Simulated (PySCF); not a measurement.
# Excitation energy of Ag⁺ by level of theory

Ag⁺ [Kr] 4d10 (1S) → Ag⁺ [Kr] 4d9 5p1 (high-spin determinant), as a difference of total energies. All numbers are calculated (PySCF 2.14, scalar relativity by spin-free X2C-1e, in ANO-RCC-VTZP). Correlated levels: valence: [Kr] frozen; valence and next inner shell: [Ar] 3d10 frozen. The calculations carry no spin-orbit coupling.

```csv
method,excitation energy (cm⁻¹)
UHF,74647
LDA,84206
PBE,81805
PBE0,81770
r2SCAN,81152
MN15,83342
wB97X,85346
BLYP,81267
MP2 (valence),85416
SCS-MP2 (valence),84887
MP2 (valence and next inner shell),85666
SCS-MP2 (valence and next inner shell),84647
```

A first-order spin-orbit estimate (lowest level to lowest level, LS coupling) adds -0.150 eV.

The basis was made for the ground configuration and has no added diffuse functions, so the excitation energy can come out too high.

The determinant of the upper state mixes LS terms, which raises its energy above the lowest term, most at the Hartree-Fock and MP2 levels.
